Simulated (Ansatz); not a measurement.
Zn2O2⁺. Charge 1, multiplicity 2. Geometry PBE-D4/def2-SVP.

```
atom   x (Å)   y (Å)   z (Å)
 Zn1   0.729  -0.278  -2.265
 Zn2  -0.075   0.317   2.374
  O3  -0.261   0.348  -0.582
  O4  -0.392  -0.387   0.474
```

The structure holds one bond between oxygen atoms, so isomers without such links may lie far lower. At r2SCAN-D4/def2-TZVP, PBE0-D4/def2-TZVP, r2SCAN0-D4/def2-TZVP the charge 1 doublet is spin-contaminated (final ⟨S²⟩ up to 1.67, 0.75 for a pure state). Another isomer (doublet) lies 0.69 eV lower at PBE0-D4/def2-TZVP; other spin states weren't run for this one.

Q: Estimate the α-spin orbital energies around the gap (eV) in Ansatz with PBE-D4/def2-TZVP, r2SCAN-D4/def2-TZVP, B97M-V/def2-TZVP, PBE0-D4/def2-TZVP, r2SCAN0-D4/def2-TZVP.

A: 
```json
{"orbital": "HOMO−9", "PBE-D4/def2-TZVP": "-16.94", "r2SCAN-D4/def2-TZVP": "-17.37", "B97M-V/def2-TZVP": "-17.50", "PBE0-D4/def2-TZVP": "-19.74", "r2SCAN0-D4/def2-TZVP": "-20.09"}
{"orbital": "HOMO−8", "PBE-D4/def2-TZVP": "-16.93", "r2SCAN-D4/def2-TZVP": "-17.18", "B97M-V/def2-TZVP": "-17.49", "PBE0-D4/def2-TZVP": "-19.70", "r2SCAN0-D4/def2-TZVP": "-20.06"}
{"orbital": "HOMO−7", "PBE-D4/def2-TZVP": "-16.93", "r2SCAN-D4/def2-TZVP": "-17.14", "B97M-V/def2-TZVP": "-17.48", "PBE0-D4/def2-TZVP": "-19.70", "r2SCAN0-D4/def2-TZVP": "-20.05"}
{"orbital": "HOMO−6", "PBE-D4/def2-TZVP": "-16.89", "r2SCAN-D4/def2-TZVP": "-17.13", "B97M-V/def2-TZVP": "-17.45", "PBE0-D4/def2-TZVP": "-19.67", "r2SCAN0-D4/def2-TZVP": "-20.01"}
{"orbital": "HOMO−5", "PBE-D4/def2-TZVP": "-16.45", "r2SCAN-D4/def2-TZVP": "-16.91", "B97M-V/def2-TZVP": "-17.01", "PBE0-D4/def2-TZVP": "-18.87", "r2SCAN0-D4/def2-TZVP": "-19.25"}
{"orbital": "HOMO−4", "PBE-D4/def2-TZVP": "-16.25", "r2SCAN-D4/def2-TZVP": "-16.82", "B97M-V/def2-TZVP": "-16.90", "PBE0-D4/def2-TZVP": "-18.77", "r2SCAN0-D4/def2-TZVP": "-19.03"}
{"orbital": "HOMO−3", "PBE-D4/def2-TZVP": "-16.12", "r2SCAN-D4/def2-TZVP": "-16.47", "B97M-V/def2-TZVP": "-16.64", "PBE0-D4/def2-TZVP": "-18.19", "r2SCAN0-D4/def2-TZVP": "-18.50"}
{"orbital": "HOMO−2", "PBE-D4/def2-TZVP": "-11.72", "r2SCAN-D4/def2-TZVP": "-12.27", "B97M-V/def2-TZVP": "-11.97", "PBE0-D4/def2-TZVP": "-13.48", "r2SCAN0-D4/def2-TZVP": "-13.84"}
{"orbital": "HOMO−1", "PBE-D4/def2-TZVP": "-11.29", "r2SCAN-D4/def2-TZVP": "-11.93", "B97M-V/def2-TZVP": "-11.79", "PBE0-D4/def2-TZVP": "-12.98", "r2SCAN0-D4/def2-TZVP": "-13.20"}
{"orbital": "HOMO", "PBE-D4/def2-TZVP": "-10.42", "r2SCAN-D4/def2-TZVP": "-10.65", "B97M-V/def2-TZVP": "-10.38", "PBE0-D4/def2-TZVP": "-11.25", "r2SCAN0-D4/def2-TZVP": "-11.58"}
{"orbital": "LUMO", "PBE-D4/def2-TZVP": "-9.91", "r2SCAN-D4/def2-TZVP": "-9.36", "B97M-V/def2-TZVP": "-9.93", "PBE0-D4/def2-TZVP": "-8.62", "r2SCAN0-D4/def2-TZVP": "-8.27"}
{"orbital": "LUMO+1", "PBE-D4/def2-TZVP": "-5.98", "r2SCAN-D4/def2-TZVP": "-5.78", "B97M-V/def2-TZVP": "-5.85", "PBE0-D4/def2-TZVP": "-5.22", "r2SCAN0-D4/def2-TZVP": "-5.15"}
{"orbital": "LUMO+2", "PBE-D4/def2-TZVP": "-5.80", "r2SCAN-D4/def2-TZVP": "-5.58", "B97M-V/def2-TZVP": "-5.69", "PBE0-D4/def2-TZVP": "-5.10", "r2SCAN0-D4/def2-TZVP": "-5.02"}
{"orbital": "LUMO+3", "PBE-D4/def2-TZVP": "-5.69", "r2SCAN-D4/def2-TZVP": "-5.18", "B97M-V/def2-TZVP": "-5.58", "PBE0-D4/def2-TZVP": "-4.61", "r2SCAN0-D4/def2-TZVP": "-4.46"}
{"orbital": "LUMO+4", "PBE-D4/def2-TZVP": "-5.48", "r2SCAN-D4/def2-TZVP": "-4.89", "B97M-V/def2-TZVP": "-5.39", "PBE0-D4/def2-TZVP": "-4.34", "r2SCAN0-D4/def2-TZVP": "-4.23"}
{"orbital": "LUMO+5", "PBE-D4/def2-TZVP": "-4.22", "r2SCAN-D4/def2-TZVP": "-3.75", "B97M-V/def2-TZVP": "-4.00", "PBE0-D4/def2-TZVP": "-3.42", "r2SCAN0-D4/def2-TZVP": "-3.12"}
{"orbital": "β HOMO", "PBE-D4/def2-TZVP": "-10.64", "r2SCAN-D4/def2-TZVP": "-10.86", "B97M-V/def2-TZVP": "-10.63", "PBE0-D4/def2-TZVP": "-11.54", "r2SCAN0-D4/def2-TZVP": "-11.72"}
{"orbital": "β LUMO", "PBE-D4/def2-TZVP": "-9.76", "r2SCAN-D4/def2-TZVP": "-9.62", "B97M-V/def2-TZVP": "-9.64", "PBE0-D4/def2-TZVP": "-8.39", "r2SCAN0-D4/def2-TZVP": "-8.10"}
```
